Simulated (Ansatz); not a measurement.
`C[S][Cd][Cl]` + HBr → `[Cl][Cd][Br]` + CH₃SH at 700 K and 1 bar (ligand exchange at a Cd–S bond).

Computed with Ansatz on PBE0-D4/def2-TZVP structures; ΔE is electronic, products minus reactants. CBS: MP2 limit from def2 TZ/QZ plus the TZ coupled-cluster correction, frozen cores. This one scheme is used for every species. def2 core potentials past Kr. For Br, Cd outer-core shells are correlated without core-valence functions, which leaves a few kJ/mol of doubt a bond. Scalar relativity is left out up to krypton. Each species was taken in one conformer, which may not be the lowest.

```
       species  CCSD(T)/CBS energy (Eh)  H − E (kJ/mol)  S (J/(mol·K))
`C[S][Cd][Cl]`              -1065.19669           165.8          443.3
           HBr              -2573.91920            36.5          223.7
`[Cl][Cd][Br]`              -3200.91128            44.1          355.5
         CH₃SH               -438.22835           160.2          309.0
```

H − E and S are ideal-gas, rigid-rotor, harmonic terms from PBE0-D4/def2-TZVP, for one conformer and one mirror image of each species. 1 Eh = 2625.50 kJ/mol, R = 8.31446 J/(mol·K).

**Question.** By hand: ΔE, ΔH, ΔS and ΔG.

**Answer.** ΔE = (-3200.91128) + (-438.22835) − (-1065.19669) − (-2573.91920) = -0.02374 Eh = -62.3 kJ/mol. Δ(H − E) = 44.1 + 160.2 − 165.8 − 36.5 = 2.0, so ΔH = -60.3 kJ/mol. ΔS = 355.5 + 309.0 − 443.3 − 223.7 = -2.5 J/(mol·K). ΔG = -60.3 − 700 × (-2.5)/1000 = -58.5 kJ/mol.

**Question.** By hand: the equilibrium constant, and the temperature at which ΔG would vanish if ΔH and ΔS stayed fixed.

**Answer.** log₁₀ K = −ΔG/(RT ln 10) = 4.4. ΔG = 0 at ΔH/ΔS = 24120 K, far beyond where these terms or the molecules hold.

The number of gas molecules stays the same, so ΔS is small and ΔH decides. A doubt of 5 kJ/mol in ΔE shifts log₁₀ K by 0.4 here. Other conformers and mirror images would add mixing entropy, several J/(mol·K) or more a flexible species. These are equilibria of isolated gas molecules and say nothing of rates. Largest T1 diagnostic: 0.013 (customary marks: 0.02 for closed shells, 0.045 for open ones).
